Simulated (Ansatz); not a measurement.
The cluster Sn4O8⁺. Charge 1, multiplicity 2. Geometry PBE-D4/def2-SVP.

```xyz
12

Sn    1.374    1.600   -1.679
Sn    1.161   -1.620    0.093
Sn   -2.121    0.655   -0.958
Sn    0.665    1.460    1.541
O     1.871    0.421    0.058
O    -1.073   -1.028    0.205
O     0.818   -0.877    2.203
O     0.426   -0.326   -2.535
O    -0.551   -1.201    2.486
O    -0.885   -0.405   -2.607
O    -1.290   -0.445    1.629
O    -0.396    1.767   -0.435
```

In the def2 sets Sn takes a core potential, while STO-3G treats all electrons; there is no spin–orbit coupling. The structure holds 4 bonds between oxygen atoms, so isomers without such links may lie far lower. At HF/STO-3G the charge 1 doublet is spin-contaminated (final ⟨S²⟩ up to 0.96, 0.75 for a pure state). The structure comes from a short search, and lower isomers may exist.

**Question.** Estimate the α-spin orbital energies around the gap (eV) in Ansatz with HF/STO-3G, PBE-D4/def2-SVP, revPBE-D4/def2-SVP, r2SCAN-D4/def2-SVP, r2SCAN0-D4/def2-SVP.

**Answer.** 
```csv
orbital,HF/STO-3G,PBE-D4/def2-SVP,revPBE-D4/def2-SVP,r2SCAN-D4/def2-SVP,r2SCAN0-D4/def2-SVP
HOMO−13,-16.74,-13.62,-13.54,-14.09,-15.64
HOMO−12,-15.97,-12.90,-12.81,-13.36,-14.90
HOMO−11,-15.44,-12.76,-12.67,-13.19,-14.64
HOMO−10,-15.32,-12.58,-12.50,-13.00,-14.41
HOMO−9,-14.79,-12.06,-11.98,-12.52,-14.02
HOMO−8,-14.61,-11.73,-11.65,-12.14,-13.49
HOMO−7,-14.49,-11.27,-11.19,-11.69,-13.28
HOMO−6,-14.19,-11.15,-11.06,-11.56,-13.06
HOMO−5,-13.84,-10.98,-10.90,-11.44,-12.94
HOMO−4,-13.42,-10.80,-10.73,-11.30,-12.82
HOMO−3,-11.64,-10.66,-10.58,-11.15,-12.68
HOMO−2,-10.32,-10.29,-10.22,-10.76,-11.96
HOMO−1,-9.97,-10.16,-10.08,-10.51,-11.64
HOMO,-9.76,-9.78,-9.70,-10.23,-11.51
LUMO,0.32,-7.11,-6.99,-7.05,-6.09
LUMO+1,0.74,-6.61,-6.49,-6.50,-5.74
LUMO+2,1.09,-6.22,-6.11,-6.12,-5.47
LUMO+3,1.21,-6.17,-6.05,-6.03,-5.38
LUMO+4,2.15,-5.85,-5.74,-5.71,-4.98
LUMO+5,2.37,-5.59,-5.48,-5.42,-4.53
β HOMO,-9.74,-9.52,-9.44,-9.87,-11.21
β LUMO,0.15,-8.94,-8.82,-8.77,-7.49
```
